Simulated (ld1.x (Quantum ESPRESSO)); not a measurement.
**Which change was made? (K, TM)**

potassium, norm-conserving Troullier–Martins (Kleinman–Bylander form), made with ld1.x (Quantum ESPRESSO) 7.5 (PBEsol, scalar-relativistic). Core [Ne] 3s2, reference 3p6 3d1 4s0 4p0. Waves: 4s (bound, empty): rc 3.60 bohr; 3p (bound): rc 1.60 bohr; 3d (bound): rc 4.20 bohr. Local part: all-electron potential smoothed inside 2.85 bohr (lloc = -1). Core correction: a·sin(br)/r model core, default radius (core density twice the valence density).

Cutoffs, loose and tight: the cutoffs (Ry, on a coarse ladder) from which the occupation-weighted sum of valence levels, in a spherical-Bessel basis at the reference potential, stays within 10 and 1 mRy of its value at 400 Ry. They do not see the model core or the augmentation charge, which bear on the density cutoff. Test errors are all-electron minus pseudo excitation energies from the reference, over the configurations 3p6 3d0 4s1 4p0; 3p6 3d0 4s0 4p0; 3p6 3d0 4s0.5 4p0; 3p6 3d0.5 4s0.5 4p0; 3p6 3d0 4s0 4p1; 3p5 3d0 4s1 4p0; variants that change the core or the reference have their own tests. The largest error is taken over the tests solved by every variant that gives reliable tests at all, those not shown here included: 3p6 3d0 4s0 4p0; 3p6 3d0 4s0 4p1; 3p6 3d0 4s0.5 4p0; 3p6 3d0 4s1 4p0; 3p6 3d0.5 4s0.5 4p0.

The base gives: outcome: generated; cutoff, loose: 25 Ry; cutoff, tight: 45 Ry; bound ghosts: none; largest test error (meV): -17.

After one change the result is: outcome: generated; cutoff, loose: 25 Ry; cutoff, tight: 45 Ry; bound ghosts: s; largest test error (meV): +5.7. Which change was it?
A. local potential all-electron potential smoothed inside 3.16 bohr (lloc = -1)
B. local potential all-electron potential smoothed inside 4.38 bohr (lloc = -1)
C. local potential all-electron potential smoothed inside 3.62 bohr (lloc = -1)
D. local potential all-electron potential smoothed inside 2.18 bohr (lloc = -1)

D. The others give: local potential all-electron potential smoothed inside 3.62 bohr (lloc = -1) → outcome: generated; cutoff, loose: 25 Ry; cutoff, tight: 45 Ry; bound ghosts: none; largest test error (meV): -76 | local potential all-electron potential smoothed inside 4.38 bohr (lloc = -1) → outcome: generated; cutoff, loose: 25 Ry; cutoff, tight: 50 Ry; bound ghosts: none; largest test error (meV): +227 | local potential all-electron potential smoothed inside 3.16 bohr (lloc = -1) → outcome: generated; cutoff, loose: 25 Ry; cutoff, tight: 45 Ry; bound ghosts: none; largest test error (meV): -36.
